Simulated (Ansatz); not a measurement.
Br2H2OSn (`[OH][SnH]([Br])[Br]`), relaxed with RKS PBE0-D4/def2-TZVP in Ansatz 0.2.0 from a PBE-D4/def2-SVP geometry. The force threshold is 0.005 eV/Å; the program also tests the step.

The species carries charge 0 and has multiplicity 1. Sn takes the def2 core potential.

Start:

```xyz
6

O    -0.977    1.148   -0.686
Sn    0.362   -0.236   -0.169
Br   -0.819   -2.343    0.508
Br    1.651    0.554    1.833
H    -1.583    1.341    0.058
H     1.366   -0.464   -1.544
```

Q: How much energy does the relaxation release, and in how many steps? (An estimate is asked.)

A: Computed: 1.66 kcal/mol, in 6 steps.

Q: Which bonds change most? (Best estimate.)

A: Ansatz gave: O1–Sn2 from 1.994 to 1.941 Å; Sn2–Br4 from 2.509 to 2.462 Å; Sn2–Br3 from 2.509 to 2.462 Å; Sn2–H6 from 1.717 to 1.691 Å.

Q: Give the relaxed structure. (An estimate is asked.)

A: Ansatz gave: 
```xyz
6

O    -0.955    1.114   -0.647
Sn    0.365   -0.231   -0.179
Br   -0.817   -2.284    0.491
Br    1.614    0.555    1.792
H    -1.569    1.316    0.065
H     1.363   -0.470   -1.522
```
